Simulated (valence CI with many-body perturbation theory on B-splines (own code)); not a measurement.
The numbers below are computed, except where a source is named.
**Energy levels of Lu⁵⁰⁺**

Level of theory: relativistic CI+MBPT: three valence electrons over a frozen Dirac-Fock core [Ar], radial functions for each j: 9 s, 9 p, 10 d, 8 f, 5 g, 3 h, 1 i, with the one-electron correlation potential Σ1, the two-electron term Σ2, the three-electron term Σ3, Breit, model QED; selected CI, second order for the rest (own B-spline code, finite nucleus).

The last digits are not significant, and no measured levels were compared; by estimate large intervals hold to a few tenths of a per cent, small ones and those within an open d or f shell to about a per cent. Only levels of the ground parity were solved; by the run's estimate the other parity begins above the list, which can be wrong where configurations are misplaced.

Levels 1 to 19 of 19, with energies above the lowest level, (3d3/2^3) J=3/2. "Leading %" is the weight of the configuration and term that name the level; weights of strongly mixed levels are sums over their largest components and can fall short. In the jj column 3d3/2^4 stands for four electrons in 3d with j = 3/2.

```tsv
No.	Configuration	Term	J	E (cm⁻¹)	Leading %	Second component	g	Leading jj
1	3d3	4F	3/2	0	46	39 % 3d3 2D	0.710	3d3/2^3 (98 %)
2	3d3	4F	5/2	426130	82	16 % 3d3 2D	1.051	3d3/2^2 3d5/2 (99 %)
3	3d3	4P	3/2	475400	38	32 % 3d3 4F	1.174	3d3/2^2 3d5/2 (99 %)
4	3d3	2G	7/2	502580	49	33 % 3d3 4F	1.039	3d3/2^2 3d5/2 (97 %)
5	3d3	2H	9/2	503690	45	42 % 3d3 2G	1.037	3d3/2^2 3d5/2 (99 %)
6	3d3	4P	1/2	515960	58	42 % 3d3 2P	1.814	3d3/2^2 3d5/2 (100 %)
7	3d3	2D	5/2	690780	42	35 % 3d3 4P	1.253	3d3/2^2 3d5/2 (95 %)
8	3d3	4F	7/2	920110	65	33 % 3d3 2G	1.111	3d3/2 3d5/2^2 (98 %)
9	3d3	4F	9/2	954430	51	41 % 3d3 2H	1.130	3d3/2 3d5/2^2 (98 %)
10	3d3	4P	3/2	994270	41	38 % 3d3 2D	1.111	3d3/2 3d5/2^2 (100 %)
11	3d3	2P	1/2	1016600	58	42 % 3d3 4P	1.502	3d3/2 3d5/2^2 (100 %)
12	3d3	2H	11/2	1028100	100		1.080	3d3/2 3d5/2^2 (100 %)
13	3d3	2D	5/2	1031500	43	35 % 3d3 4P	1.274	3d3/2 3d5/2^2 (94 %)
14	3d3	2F	5/2	1094400	43	40 % 3d3 2D	1.097	3d3/2 3d5/2^2 (98 %)
15	3d3	2F	7/2	1100900	80	18 % 3d3 2G	1.088	3d3/2 3d5/2^2 (98 %)
16	3d3	2D	3/2	1250200	76	19 % 3d3 2P	0.901	3d3/2 3d5/2^2 (94 %)
17	3d3	2G	9/2	1447000	50	36 % 3d3 4F	1.155	3d5/2^3 (98 %)
18	3d3	2D	3/2	1556300	46	39 % 3d3 2P	1.116	3d5/2^3 (95 %)
19	3d3	2D	5/2	1633900	60	23 % 3d3 2F	1.159	3d5/2^3 (96 %)
```

The ionisation energy to 3d2 3F_2 of the next ion comes out as 4533 eV (NIST: 4532 ± 4 eV (theoretical)). All 19 levels together are meant to be complete up to 1699300 cm⁻¹.
